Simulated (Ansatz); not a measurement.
Reaction (cleavage of the In–Si bond): `[CH3][In]([SiH3])[Cl]` + HI → `[CH3][In]([Cl])[I]` + SiH₄

Isolated molecules relaxed with PBE0-D4/def2-TZVP in Ansatz; ΔE leaves out vibrations. CCSD(T)/CBS is the MP2 limit (def2-TZVPP, def2-QZVPP) plus CCSD(T) − MP2 in def2-TZVPP, frozen cores. This one scheme is used for every species. DFT in def2-TZVPP. def2 core potentials past Kr. For I, In outer-core shells are correlated without core-valence functions, which leaves a few kJ/mol of doubt a bond.

`[CH3][In]([SiH3])[Cl]`:

Z-matrix (Å, degrees):
```
C
In 1 2.141
H 1 1.091 2 110.2
H 1 1.091 2 110.0 3 -119.4
H 1 1.089 2 109.0 3 120.4
Si 2 2.565 1 137.7 3 57.7
Cl 2 2.365 1 110.5 3 -122.4
H 6 1.489 2 109.9 1 -56.4
H 6 1.484 2 111.0 1 -177.2
H 6 1.489 2 109.7 1 62.1
```

HI:

Z-matrix (Å, degrees):
```
I
H 1 1.610
```

`[CH3][In]([Cl])[I]`:

```xyz
7

C     0.809   -0.795   -0.230
In   -0.678    0.684    0.151
Cl   -1.365    2.168   -1.509
I    -1.936    1.073    2.451
H     1.643   -0.642    0.455
H     0.379   -1.781   -0.056
H     1.146   -0.707   -1.262
```

SiH₄:

Cartesian coordinates in Å:
```
Si 0.000 0.000 0.000
H -0.688 1.309 0.129
H 1.196 0.153 -0.866
H -0.927 -0.989 -0.606
H 0.419 -0.474 1.343
```

```json
{"level": "PBE0-D4", "ΔE (kJ/mol)": "-109.9", "difference from CCSD(T)/CBS": "11.1"}
{"level": "r2SCAN0-D4", "ΔE (kJ/mol)": "-117.5", "difference from CCSD(T)/CBS": "3.5"}
{"level": "ωB97X-V", "ΔE (kJ/mol)": "-115.2", "difference from CCSD(T)/CBS": "5.8"}
{"level": "B2PLYP", "ΔE (kJ/mol)": "-119.0", "difference from CCSD(T)/CBS": "2.0"}
{"level": "PBE", "ΔE (kJ/mol)": "-102.7", "difference from CCSD(T)/CBS": "18.3"}
{"level": "PBE0", "ΔE (kJ/mol)": "-109.8", "difference from CCSD(T)/CBS": "11.2"}
{"level": "CAM-B3LYP", "ΔE (kJ/mol)": "-114.6", "difference from CCSD(T)/CBS": "6.4"}
{"level": "LC-ωPBE", "ΔE (kJ/mol)": "-110.5", "difference from CCSD(T)/CBS": "10.5"}
{"level": "HF/def2-SVP", "ΔE (kJ/mol)": "-137.7", "difference from CCSD(T)/CBS": "-16.7"}
{"level": "MP2/def2-QZVPP", "ΔE (kJ/mol)": "-127.9", "difference from CCSD(T)/CBS": "-6.9"}
{"level": "CCSD(T)/CBS", "ΔE (kJ/mol)": "-121.0", "difference from CCSD(T)/CBS": "0"}
```

Largest T1 diagnostic among the species: 0.012.

From BLYP to BHLYP (50 % exact exchange), in def2-TZVPP and without D4, ΔE moves by −14.6 kJ/mol. Leaving LDA and LC-ωPBE aside and taking each functional with its dispersion term where it has one, the values, not all of them listed here, spread over 22.6 kJ/mol, from BHLYP-D4 to PBE-D4. LDA lies +6.3 kJ/mol from PBE without D4.
